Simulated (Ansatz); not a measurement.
The same molecule with X = C, Si, Ge, Sn. Ansatz, PBE0-D4/def2-TZVP geometries, multiplicity 1.

Elements past krypton have def2 core potentials. Scalar relativity is left out up to krypton.

```csv
X,molecule,mean X–H bond length / Å,HOMO energy (PBE/def2-TZVPP) / eV,zero-point energy (PBE0-D4/def2-TZVP) / kJ/mol,HOMO–LUMO gap (B3LYP/def2-TZVPP) / eV
Si,SiH₄,1.485,-8.51,81.5,10.49
Ge,GeH₄,1.534,-8.35,77.8,10.14
Sn,`[SnH4]`,1.704,-7.93,68.3,9.28
```

Question: Give the row for X = C, CH₄. (Best estimate.)

Answer: Computed: 
| X | molecule | mean X–H bond length / Å | HOMO energy (PBE/def2-TZVPP) / eV | zero-point energy (PBE0-D4/def2-TZVP) / kJ/mol | HOMO–LUMO gap (B3LYP/def2-TZVPP) / eV |
| --- | --- | --- | --- | --- | --- |
| C | CH₄ | 1.090 | -9.44 | 117.4 | 12.07 |

From C to Sn the mean X–H bond length rises at each step, by 0.614 Å in all; the HOMO energy (PBE/def2-TZVPP) rises at each step, by 1.51 eV in all; the zero-point energy (PBE0-D4/def2-TZVP) falls at each step, by 49.1 kJ/mol in all; the HOMO–LUMO gap (B3LYP/def2-TZVPP) falls at each step, by 2.79 eV in all. Bonds lengthen as the atom grows down the group.

B3LYP here is the variant with VWN-RPA as its local correlation; programs differ in this.
